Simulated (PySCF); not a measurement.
# `C[C@H]1C[C@@H](C(=O)Br)C1`, C₆H₉BrO

Geometry:
```json
{"atom": "C1", "x (Å)": "-1.905", "y (Å)": "0.638", "z (Å)": "-0.645"}
{"atom": "C2", "x (Å)": "-0.988", "y (Å)": "0.109", "z (Å)": "0.440"}
{"atom": "C3", "x (Å)": "-0.158", "y (Å)": "-1.138", "z (Å)": "0.083"}
{"atom": "C4", "x (Å)": "1.120", "y (Å)": "-0.436", "z (Å)": "0.592"}
{"atom": "C5", "x (Å)": "2.319", "y (Å)": "-0.471", "z (Å)": "-0.275"}
{"atom": "O6", "x (Å)": "3.422", "y (Å)": "-0.802", "z (Å)": "-0.014"}
{"atom": "Br7", "x (Å)": "1.959", "y (Å)": "0.135", "z (Å)": "-2.122"}
{"atom": "C8", "x (Å)": "0.323", "y (Å)": "0.885", "z (Å)": "0.666"}
{"atom": "H9", "x (Å)": "-2.346", "y (Å)": "1.584", "z (Å)": "-0.340"}
{"atom": "H10", "x (Å)": "-1.351", "y (Å)": "0.795", "z (Å)": "-1.568"}
{"atom": "H11", "x (Å)": "-2.708", "y (Å)": "-0.070", "z (Å)": "-0.838"}
{"atom": "H12", "x (Å)": "-1.545", "y (Å)": "-0.026", "z (Å)": "1.369"}
{"atom": "H13", "x (Å)": "-0.138", "y (Å)": "-1.325", "z (Å)": "-0.989"}
{"atom": "H14", "x (Å)": "-0.408", "y (Å)": "-2.059", "z (Å)": "0.604"}
{"atom": "H15", "x (Å)": "1.430", "y (Å)": "-0.792", "z (Å)": "1.578"}
{"atom": "H16", "x (Å)": "0.419", "y (Å)": "1.422", "z (Å)": "1.606"}
{"atom": "H17", "x (Å)": "0.548", "y (Å)": "1.560", "z (Å)": "-0.157"}
```

Computed with PySCF, GIAO B97-2/pcSseg-1 magnetisability, rotational g tensor and spin-rotation constants, non-relativistic, gas phase. Geometry: GFN2-xTB.

The calculation is non-relativistic, which matters for the atoms heavier than Zn.

What are the magnetisability and the molar susceptibility?

Isotropic -1451 × 10⁻³⁰ J/T², or -87.4 × 10⁻⁶ cm³/mol; principal values -1521, -1463, -1370 × 10⁻³⁰ J/T², anisotropy 132 × 10⁻³⁰ J/T² (root of half the summed squared differences of the principal values). The susceptibility is in cgs units.

Split it along the inertial axes a, b, c into diamagnetic and paramagnetic parts about the centre of mass, with the quadrupole moment.


```
axis  χ (10⁻⁶ cm³/mol)  diamagnetic (10⁻⁶ cm³/mol)  paramagnetic (10⁻⁶ cm³/mol)  summed x² of all electrons (Å²)  quadrupole Θ (D Å)
   a             -85.3                      -663.1                        577.8                            263.3               -1.47
   b             -85.4                     -1285.2                       1199.9                            116.6               -0.92
   c             -91.6                     -1611.6                       1520.0                             39.7               +2.39
```
Anisotropies 2χaa − χbb − χcc = +6.4 and 2χbb − χaa − χcc = +6.2 × 10⁻⁶ cm³/mol. Θ is traceless in Buckingham's convention.

And the rotational g tensor?


| axis | rotational constant (GHz) | g | nuclear part | electronic part |
| --- | --- | --- | --- | --- |
| a | 2.1493 | -0.0230 | 0.5605 | -0.5834 |
| b | 1.0004 | -0.0108 | 0.5532 | -0.5639 |
| c | 0.7683 | -0.0067 | 0.5419 | -0.5487 |

Asymmetric top; isotopes 79Br, 12C, 1H, 16O; no vibrational averaging.
